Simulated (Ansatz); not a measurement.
Relaxation of ClFH8N2Si (13 atoms, charge 0, multiplicity 1), to a largest force component of 0.03 eV/Å in at most 50 steps.

Theory: RKS BHLYP-D4/def2-SVP in Ansatz 0.2.0.

```xyz
13
Properties=species:S:1:pos:R:3:forces:R:3
Si -1.498 -0.351 -1.295 0.02 -0.26 0.04
Cl 0.172 -1.599 -0.885 -0.12 0.11 -0.04
H -1.990 -0.854 -2.592 0.03 0.09 0.02
H -2.437 -0.610 -0.199 -0.03 -0.03 0.00
N -1.135 1.297 -1.419 0.03 0.04 -0.13
H 0.262 0.109 1.249 0.80 -0.61 -0.02
F -0.443 0.678 1.299 -0.61 0.58 0.12
H 2.069 -0.999 0.836 0.09 0.07 0.19
N 2.410 -0.617 1.711 -0.25 -0.01 -0.22
H -0.879 1.815 -0.595 0.01 -0.02 0.00
H -0.770 1.693 -2.269 0.01 0.02 0.03
H 2.390 0.391 1.683 0.01 0.01 0.01
H 1.848 -0.953 2.478 0.00 0.00 0.00
```

Problem. Where does it end, and by what steps?

Solution. The run converged. After 22 steps the energy has fallen by 0.684 eV; N9 moved furthest, 0.87 Å.

| step | energy less start (eV) | largest force component (eV/Å) | accepted |
| --- | --- | --- | --- |
| 0 | 0.0000 | 0.802 | yes |
| 1 | -0.0383 | 0.233 | yes |
| 2 | -0.0492 | 0.486 | yes |
| 3 | -0.0611 | 0.486 | yes |
| 4 | -0.0740 | 0.370 | yes |
| 5 | -0.0896 | 0.357 | yes |
| 6 | -0.0995 | 0.451 | yes |
| 7 | -0.1115 | 0.448 | yes |
| 8 | -0.1011 | 2.056 | no |
| 9 | -0.1544 | 0.746 | yes |
| 10 | -0.2861 | 1.182 | yes |
| 11 | -0.5565 | 1.071 | yes |
| 12 | -0.5509 | 2.171 | no |
| 13 | -0.6418 | 0.728 | yes |
| 14 | -0.6610 | 0.198 | yes |
| 15 | -0.6565 | 0.271 | no |
| 16 | -0.6674 | 0.094 | yes |
| 17 | -0.6756 | 0.053 | yes |
| 18 | -0.6791 | 0.104 | yes |
| 19 | -0.6807 | 0.050 | yes |
| 20 | -0.6827 | 0.087 | yes |
| 21 | -0.6833 | 0.047 | yes |
| 22 | -0.6836 | 0.021 | yes |

```xyz
13
Properties=species:S:1:pos:R:3
Si -1.359 -0.536 -1.339
Cl 0.290 -1.868 -1.295
H -1.961 -0.786 -2.660
H -2.212 -0.967 -0.223
N -0.939 1.089 -1.168
H 0.420 0.716 1.598
F -0.341 1.305 1.586
H 1.456 -0.885 0.632
N 1.640 -0.317 1.453
H -0.737 1.443 -0.239
H -0.525 1.627 -1.909
H 2.541 0.125 1.322
H 1.727 -0.946 2.241
```

Whether the end is a true minimum wasn't checked by a vibrational analysis.

Time of the run: 50 s on 2 threads of Intel(R) Xeon(R) 6975P-C (Granite Rapids), with other jobs on the host, peak memory 0.3 GiB.
